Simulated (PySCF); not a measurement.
Isomers of C5H9OP, one conformer each; single-point electronic energies without zero-point terms and without any empirical dispersion term.

Level: PBE0/pcSseg-1 in PySCF, non-relativistic, each on one gas-phase PBE0-D3(BJ)/def2-SVP geometry that isn't relaxed in the solvent. The solvent is an IEF-PCM continuum (Bondi radii, 1.10 Å for H, scaled by 1.2). Specific hydrogen bonds and non-electrostatic terms are outside this model.

```tsv
isomer	relative energy, gas (kcal/mol)	dipole (D)
`C=C[P@@H](=O)/C=C\C`	0.0	4.72
`C/C=C/P=C\OC`	15.9	2.40
```

Problem. How do the relative energies look in dichloromethane (ε = 8.93)?

Solution. 
```tsv
isomer	relative energy, solvent (kcal/mol)	E(solvent) − E(gas) (kcal/mol)	dipole in solvent (D)
`C=C[P@@H](=O)/C=C\C`	0.0	-8.3	6.07
`C/C=C/P=C\OC`	19.9	-4.3	3.08
```

The order is unchanged. Conformers: `[CH2:1]=[CH:2][P@@H:3](=[O:4])/[CH:5]=[CH:6]\[CH3:7]` with C1–C2–P3–O4 1°, C2–P3–C5–C6 73°; `[CH3:1]/[CH:2]=[CH:3]/[P:4]=[CH:5]\[O:6][CH3:7]` with C2–C3–P4–C5 180°, P4–C5–O6–C7 179°. `C=C[P@@H](=O)/C=C\C` gains most from the continuum, and it has the largest gas-phase dipole. The gains span 4.0 kcal/mol, the gas-phase energies 15.9 kcal/mol.
